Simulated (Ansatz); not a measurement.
`[F][Ti]([F])([SH])[Cl]` + H–F → `[F][Ti]([F])([F])[Cl]` + H₂S at 298.15 K and 1 bar (ligand exchange at a Ti–S bond).

Computed with Ansatz on PBE0-D4/def2-TZVP structures; ΔE is electronic, products minus reactants. CCSD(T)/CBS adds triple-zeta CCSD(T) − MP2 to the extrapolated MP2 energy (def2 sets, frozen cores). This one scheme is used for every species. For Ti outer-core shells are correlated without core-valence functions, which leaves a few kJ/mol of doubt a bond. Scalar relativity is left out up to krypton. Each species was taken in one conformer, which may not be the lowest.

| species | CCSD(T)/CBS energy (Eh) | H − E (kJ/mol) | S (J/(mol·K)) |
| --- | --- | --- | --- |
| `[F][Ti]([F])([SH])[Cl]` | -1906.90100 | 62.0 | 366.8 |
| H–F | -100.39570 | 33.5 | 173.6 |
| `[F][Ti]([F])([F])[Cl]` | -1608.34854 | 41.6 | 329.6 |
| H₂S | -398.97279 | 49.9 | 205.7 |

H − E and S are ideal-gas, rigid-rotor, harmonic terms from PBE0-D4/def2-TZVP, for one conformer and one mirror image of each species. 1 Eh = 2625.50 kJ/mol, R = 8.31446 J/(mol·K).

Task: By hand: ΔE, ΔH, ΔS and ΔG.

Result: ΔE = (-1608.34854) + (-398.97279) − (-1906.90100) − (-100.39570) = -0.02463 Eh = -64.7 kJ/mol. Δ(H − E) = 41.6 + 49.9 − 62.0 − 33.5 = -4.0, so ΔH = -68.7 kJ/mol. ΔS = 329.6 + 205.7 − 366.8 − 173.6 = -5.1 J/(mol·K). ΔG = -68.7 − 298.15 × (-5.1)/1000 = -67.2 kJ/mol.

Task: By hand: the equilibrium constant, and the temperature at which ΔG would vanish if ΔH and ΔS stayed fixed.

Result: log₁₀ K = −ΔG/(RT ln 10) = 11.8. ΔG = 0 at ΔH/ΔS = 13471 K, far beyond where these terms or the molecules hold.

The number of gas molecules stays the same, so ΔS is small and ΔH decides. A doubt of 5 kJ/mol in ΔE shifts log₁₀ K by 0.9 here. Other conformers and mirror images would add mixing entropy, several J/(mol·K) or more a flexible species. These are equilibria of isolated gas molecules and say nothing of rates. Largest T1 diagnostic: 0.025 (customary marks: 0.02 for closed shells, 0.045 for open ones).
